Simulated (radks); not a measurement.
The numbers below are computed, except where a source is named.
Neutral zinc inside a hard spherical wall (all orbitals vanish at R), configuration held at [Ar] 3d10 4s2 and not refilled when levels cross. Code: a radial shooting solver on a logarithmic mesh with Libxc functionals. Model: scalar-relativistic Kohn-Sham, PBE, spin-polarised, spherical densities, point nucleus. Eigenvalues in eV for spin up, with the zero of energy where the potential of the charges vanishes at infinity; a dash marks a level that is unbound or too diffuse for the functional's potential to be trusted. A positive occupied level is held by the wall or, in an anion where self-interaction has pushed it up, behind a barrier. The pressure on the wall is -dE/dV.

R (bohr),E (hartree),kinetic (hartree),e(3s),e(3p),e(3d),e(4s),"e(4p, empty)","e(5s, empty)",pressure (GPa)
free,-1796.01877,1824.617,-129.23,-83.402,-10.140,-5.979,-1.116,-,0
15,-1796.01877,1824.617,-129.23,-83.402,-10.140,-5.979,-1.111,0.269,< 0.0001
12,-1796.01876,1824.617,-129.23,-83.401,-10.139,-5.978,-1.086,0.689,0.000178
8,-1796.01731,1824.630,-129.13,-83.300,-10.040,-5.889,-0.720,3.386,0.0672
4,-1795.78900,1825.640,-125.08,-79.268,-6.143,-0.926,7.278,35.097,45.9
3.5,-1795.55387,1826.521,-122.55,-76.759,-3.719,2.874,12.441,52.676,130
3,-1795.02275,1828.393,-118.10,-72.385,0.578,10.371,22.037,83.282,414
2,-1789.74585,1845.672,-92.977,-47.561,26.960,68.377,88.741,266.57,7990
1.5,-1774.62653,1892.494,-50.997,-4.124,75.815,198.87,224.90,590.79,61800
